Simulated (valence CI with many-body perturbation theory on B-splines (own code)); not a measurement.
# E1 line list for Pb⁶⁹⁺

Calculated by valence CI with perturbative core correlation (CI+MBPT): three valence electrons over a frozen Dirac-Fock core [Ne], a basis of 11 s, 11 p, 10 d, 8 f, 5 g, 2 h functions for each j, with the one-electron correlation potential Σ1 (screened to all orders), the two-electron term Σ2, the three-electron term Σ3, Breit, model QED; selected single and double excitations, second order for the rest, scaled by the run's own slope (own B-spline code, finite nucleus).

No measured spectrum was set against this ion. As an estimate, large intervals hold to a few tenths of a per cent, small ones and those within an open d or f shell to about a per cent.

Lines 1 to 50 of 584 in falling wavelength, among levels below 4235.0 eV, chosen from the strongest by gf and those to the six lowest levels. Wavelengths and rates use the calculated energies. Electric multipoles are in the length gauge, E1 and E2 with the static RPA response of the core. Weak lines are less certain than strong ones. Lines between different terms over intervals too small for the method are left out, as are lines whose strength nearly cancels. The highest levels of a list are the least certain.

Levels are named by their leading jj configuration (3d3/2^4 stands for four electrons in 3d with j = 3/2), which in mixed levels can hold well under half, so a name can repeat and another be missing. Letters in brackets count levels of one name in rising energy.

| λ vac (Å) | Upper | Lower | A (s⁻¹) | log gf | Branch % |
| --- | --- | --- | --- | --- | --- |
| 151.5 | (3s 3p1/2 4p1/2) J=1/2 [a] | (3s 3p1/2 4s) J=1/2 [a] | 1.39e+10 | -1.02 | 0.0 |
| 150.5 | (3s 3p1/2 4p1/2) J=3/2 | (3s 3p1/2 4s) J=3/2 | 9.03e+09 | -0.91 | 0.0 |
| 140.0 | (3s^2 4p1/2) J=1/2 | (3s^2 4s) J=1/2 | 1.88e+10 | -0.96 | 0.1 |
| 123.0 | (3s 3p1/2 4p1/2) J=1/2 [b] | (3s 3p1/2 4s) J=3/2 | 2.46e+10 | -0.95 | 0.0 |
| 75.97 | (3s 3p1/2 3p3/2) J=3/2 [a] | (3s^2 3p3/2) J=3/2 | 2.69e+09 | -2.03 | 7.2 |
| 72.00 | (3p1/2 3d3/2 3d5/2) J=9/2 | (3s 3d3/2 3d5/2) J=7/2 [b] | 2.37e+10 | -0.73 | 5.5 |
| 71.83 | (3p1/2 3p3/2 3d5/2) J=9/2 | (3s 3p3/2 3d5/2) J=7/2 [b] | 1.29e+10 | -1.00 | 0.6 |
| 68.24 | (3p1/2 3d3/2 3d5/2) J=7/2 [a] | (3s 3d3/2 3d5/2) J=5/2 [a] | 1.74e+10 | -1.01 | 3.8 |
| 67.26 | (3s 3p1/2 3p3/2) J=5/2 | (3s^2 3p3/2) J=3/2 | 1.94e+10 | -1.10 | 99.8 |
| 67.15 | (3s 3p1/2 3d5/2) J=7/2 | (3s^2 3d5/2) J=5/2 | 3.11e+10 | -0.77 | 8.6 |
| 66.13 | (3p1/2 3d5/2^2) J=9/2 | (3s 3d5/2^2) J=7/2 | 4.71e+10 | -0.51 | 6.9 |
| 64.83 | (3p1/2 3d5/2^2) J=5/2 | (3s 3d5/2^2) J=3/2 | 3.86e+10 | -0.84 | 4.5 |
| 64.81 | (3s 3p1/2 3d3/2) J=3/2 [a] | (3s 3p1/2 3p3/2) J=3/2 [b] | 1.29e+09 | -2.49 | 0.3 |
| 63.41 | (3p1/2 3p3/2 3d5/2) J=9/2 | (3s 3p3/2 3d5/2) J=7/2 [a] | 1.58e+10 | -1.02 | 0.8 |
| 62.37 | (3s 3p1/2^2) J=1/2 | (3s^2 3p1/2) J=1/2 | 5.21e+10 | -1.22 | 100.0 |
| 62.20 | (3p1/2 3p3/2 3d3/2) J=7/2 | (3s 3p3/2 3d3/2) J=7/2 | 2.39e+10 | -0.95 | 0.6 |
| 62.05 | (3p1/2 3d5/2^2) J=1/2 | (3s 3d5/2^2) J=1/2 | 7.86e+10 | -1.04 | 6.9 |
| 61.90 | (3p1/2 3p3/2 3d5/2) J=5/2 [a] | (3s 3p3/2 3d5/2) J=3/2 [a] | 3.53e+10 | -0.91 | 1.1 |
| 60.76 | (3p1/2 3d5/2^2) J=3/2 | (3s 3d5/2^2) J=5/2 | 5.80e+10 | -0.89 | 5.9 |
| 60.40 | (3p1/2^2 3d5/2) J=5/2 | (3s 3p1/2 3d5/2) J=3/2 | 4.70e+10 | -0.81 | 9.4 |
| 60.07 | (3s 3p1/2 3d3/2) J=3/2 [b] | (3s 3p1/2 3p3/2) J=3/2 [b] | 4.36e+10 | -1.03 | 4.1 |
| 59.99 | (3s 3p1/2 3p3/2) J=3/2 [b] | (3s^2 3p3/2) J=3/2 | 3.41e+10 | -1.13 | 2.0 |
| 59.78 | (3p1/2 3d5/2^2) J=5/2 | (3s 3d5/2^2) J=5/2 | 4.36e+10 | -0.85 | 5.1 |
| 59.60 | (3p1/2 3d5/2^2) J=7/2 | (3s 3d5/2^2) J=9/2 | 5.68e+10 | -0.62 | 6.4 |
| 59.11 | (3p1/2 3p3/2 3d5/2) J=3/2 [a] | (3s 3p3/2 3d5/2) J=5/2 [a] | 5.33e+10 | -0.95 | 1.4 |
| 59.05 | (3p1/2^2 3d5/2) J=5/2 | (3s 3p1/2 3d5/2) J=5/2 [b] | 4.71e+10 | -0.83 | 9.4 |
| 58.12 | (3p1/2 3d3/2 3d5/2) J=7/2 [b] | (3s 3d3/2 3d5/2) J=9/2 | 5.81e+10 | -0.63 | 1.1 |
| 58.03 | (3s 3p1/2 3d3/2) J=3/2 [a] | (3s 3p1/2 3p3/2) J=5/2 | 2.58e+10 | -1.28 | 6.8 |
| 57.95 | (3p1/2 3d5/2^2) J=9/2 | (3s 3d5/2^2) J=9/2 | 3.82e+10 | -0.72 | 5.6 |
| 57.93 | (3p1/2 3p3/2 3d5/2) J=5/2 [a] | (3s 3p3/2 3d5/2) J=5/2 [a] | 3.56e+10 | -0.97 | 1.1 |
| 57.51 | (3p1/2 3p3/2^2) J=5/2 | (3s 3p3/2^2) J=5/2 | 3.50e+10 | -0.98 | 1.2 |
| 57.02 | (3s 3p1/2 3d3/2) J=5/2 | (3s 3p1/2 3p3/2) J=3/2 [b] | 1.17e+10 | -1.47 | 32.1 |
| 56.90 | (3p1/2 3p3/2 3d5/2) J=7/2 [b] | (3s 3p3/2 3d5/2) J=7/2 [a] | 3.14e+10 | -0.91 | 1.4 |
| 56.54 | (3s 3p1/2 3p3/2) J=1/2 | (3s^2 3p3/2) J=3/2 | 4.19e+10 | -1.40 | 0.6 |
| 56.26 | (3p1/2^2 3d3/2) J=3/2 | (3s 3p1/2 3d3/2) J=5/2 | 9.60e+10 | -0.74 | 49.3 |
| 56.17 | (3p1/2 3p3/2 3d5/2) J=5/2 [b] | (3s 3p3/2 3d5/2) J=7/2 [a] | 4.63e+10 | -0.88 | 1.0 |
| 56.02 | (3p1/2^2 3d5/2) J=5/2 | (3s 3p1/2 3d5/2) J=7/2 | 8.79e+10 | -0.61 | 17.5 |
| 55.85 | (3p1/2 3p3/2 3d3/2) J=5/2 [a] | (3p1/2 3p3/2^2) J=5/2 | 3.70e+10 | -0.98 | 1.4 |
| 55.83 | (3p1/2 3p3/2 3d5/2) J=7/2 [a] | (3s 3p3/2 3d5/2) J=9/2 | 6.74e+10 | -0.60 | 1.7 |
| 55.68 | (3p1/2 3p3/2^2) J=3/2 | (3s 3p3/2^2) J=5/2 | 6.98e+10 | -0.89 | 0.9 |
| 54.80 | (3p1/2 3p3/2 3d3/2) J=5/2 [b] | (3s 3p3/2 3d3/2) J=7/2 | 7.56e+10 | -0.69 | 1.1 |
| 54.20 | (3s 3p1/2 3d3/2) J=3/2 [b] | (3s 3p1/2 3p3/2) J=5/2 | 6.68e+10 | -0.93 | 6.4 |
| 53.89 | (3p1/2 3p3/2 3d5/2) J=9/2 | (3s 3p3/2 3d5/2) J=9/2 | 4.78e+10 | -0.68 | 2.4 |
| 53.57 | (3p1/2^2 3d3/2) J=3/2 | (3s 3p1/2 3d3/2) J=3/2 [b] | 6.42e+10 | -0.96 | 33.0 |
| 52.81 | (3s 3p1/2 3d3/2) J=3/2 [a] | (3s 3p1/2 3p3/2) J=3/2 [a] | 2.27e+10 | -1.42 | 6.0 |
| 51.71 | (3s 3p1/2 3d3/2) J=5/2 | (3s 3p1/2 3p3/2) J=5/2 | 1.34e+10 | -1.49 | 36.8 |
| 49.93 | (3s 3p1/2 3d3/2) J=1/2 | (3s 3p1/2 3p3/2) J=3/2 [b] | 1.25e+09 | -3.03 | 0.0 |
| 49.62 | (3s 3p1/2 3d3/2) J=3/2 [b] | (3s 3p1/2 3p3/2) J=3/2 [a] | 4.37e+09 | -2.19 | 0.4 |
| 49.32 | (3p1/2 3d3/2 3d5/2) J=9/2 | (3p1/2 3p3/2 3d5/2) J=9/2 | 4.06e+10 | -0.83 | 9.4 |
| 48.02 | (3s 3p1/2 3d3/2) J=3/2 [c] | (3s 3p1/2 3p3/2) J=3/2 [b] | 3.92e+09 | -2.27 | 0.0 |
